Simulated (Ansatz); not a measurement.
Reaction (homolysis of the Si–Si bond): `N[SiH2][SiH](O)O` → `N[SiH2]`• + `O[SiH]O`•

Calculated with Ansatz (gas phase, PBE0-D4/def2-TZVP geometries, no zero-point term in ΔE). CCSD(T)/CBS adds triple-zeta CCSD(T) − MP2 to the extrapolated MP2 energy (def2 sets, frozen cores). DFT in def2-TZVPP. No spin–orbit coupling; open shells (•) take unrestricted orbitals. One conformer a species, not always the lowest.

Q: What is ΔE at CCSD(T)/CBS? (Estimate.)

A: Computed: +3.45 eV.

Q: What do these levels give: LDA (SPW92), revPBE-D4, PBE0-D4, r2SCANh-D4, ωB97X-V, r2SCANh, BHLYP, RPA@PBE/def2-TZVPP, MP2/def2-SVP, HF/def2-TZVPP, MP2/def2-QZVPP, MP2/CBS(def2)? (Best estimate.)

A: Ansatz gave: LDA (SPW92) 3.55, revPBE-D4 3.11, PBE0-D4 3.27, r2SCANh-D4 3.12, ωB97X-V 3.47, r2SCANh 3.09, BHLYP 3.16, RPA@PBE/def2-TZVPP 3.19, MP2/def2-SVP 3.28, HF/def2-TZVPP 2.50, MP2/def2-QZVPP 3.41, MP2/CBS(def2) 3.46 eV.

Largest T1 diagnostic among the species: 0.015.

From r2SCAN to r2SCAN0 (25 % exact exchange), in def2-TZVPP and without D4, ΔE moves by +0.04 eV. Leaving LDA and LC-ωPBE aside and taking each functional with its dispersion term where it has one, the values, not all of them listed here, spread over 0.37 eV, from BLYP-D4 to ωB97X-V. LDA lies +0.47 eV from PBE without D4, its usual overbinding. At CCSD(T), def2-SVP lies −0.18 eV from the extrapolated value and def2-TZVPP −0.09 eV: correlation converges slowly with the basis, and small sets miss more of it in the bonded molecule than in its fragments.
